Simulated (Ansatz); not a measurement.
Reaction (formal exchange of groups at the Al–Si bond): `C=CN[SiH2][AlH2]` + `O/C=C/[SiH3]` → `O/C=[C](\[AlH2])[SiH3]` + `C=CN[SiH3]`

Computed with Ansatz on PBE0-D4/def2-TZVP structures; ΔE is electronic, products minus reactants. CBS: MP2 limit from def2 TZ/QZ plus the TZ coupled-cluster correction, frozen cores. This one scheme is used for every species. Double bonds are as drawn, so ΔE can hold a change between cis and trans. Functionals use def2-TZVPP. One conformer a species, not always the lowest.

`C=CN[SiH2][AlH2]`:

```xyz
13

C    -1.223   -0.708   -0.156
C    -1.142    0.598    0.330
N    -0.159    1.418    0.003
Si    1.369    0.669   -0.667
Al    0.743   -1.438    0.510
H    -0.964   -0.867   -1.202
H    -2.062   -1.303    0.186
H    -1.852    0.946    1.079
H    -0.178    2.334    0.425
H     2.388    1.701   -0.316
H     1.238    0.746   -2.156
H     0.861   -1.215    2.090
H     0.982   -2.881   -0.126
```

`O/C=C/[SiH3]`:

Cartesian coordinates in Å:
```
O -0.940 1.587 -1.679
C -0.152 0.756 -0.973
C -0.469 0.095 0.141
Si 0.740 -1.011 0.987
H -1.803 1.645 -1.254
H 0.827 0.679 -1.438
H -1.471 0.222 0.551
H 1.012 -0.565 2.381
H 2.014 -0.995 0.218
H 0.242 -2.412 1.066
```

`O/C=[C](\[AlH2])[SiH3]`:

Cartesian coordinates in Å:
```
O 1.919 -0.527 -1.420
C 1.138 -0.733 -0.353
C 0.037 -0.043 0.012
Al -0.586 1.434 -1.049
Si -0.821 -0.589 1.556
H 1.579 0.224 -1.932
H 1.530 -1.578 0.214
H -1.865 2.286 -0.684
H 0.279 1.766 -2.355
H -0.110 -1.757 2.152
H -2.232 -0.984 1.286
H -0.868 0.502 2.570
```

`C=CN[SiH3]`:

Cartesian coordinates in Å:
```
C -1.833 0.028 1.151
C -0.902 0.235 0.221
N 0.426 -0.141 0.287
Si 1.558 -0.065 -1.017
H -1.616 -0.494 2.076
H -2.840 0.390 1.000
H -1.164 0.762 -0.693
H 0.685 -0.621 1.136
H 2.911 -0.173 -0.418
H 1.392 -1.153 -2.022
H 1.382 1.232 -1.720
```

```tsv
species	B2PLYP energy (Eh)
`C=CN[SiH2][AlH2]`	-667.40063
`O/C=C/[SiH3]`	-444.34007
`O/C=[C](\[AlH2])[SiH3]`	-687.25344
`C=CN[SiH3]`	-424.48244
```

(1) Work out ΔE.

Largest T1 diagnostic among the species: 0.016.

Answers

(1) ΔE = (-687.25344) + (-424.48244) − (-667.40063) − (-444.34007) = 0.00482 Eh = +12.7 kJ/mol. CCSD(T)/CBS gives +19.1 kJ/mol.

The D4 term adds +4.4 kJ/mol with B3LYP and +2.2 kJ/mol with PBE0; it sums over pairs of atoms, weighted by their polarisabilities, and B3LYP, whose exchange is more repulsive, gets the larger term. In def2-TZVPP, CCSD(T) changes the Hartree–Fock value by +28.2 kJ/mol (the triples alone add +4.5 kJ/mol) and MP2 by +20.8 kJ/mol.

B3LYP here is the variant with VWN-RPA as its local correlation; programs differ in this.
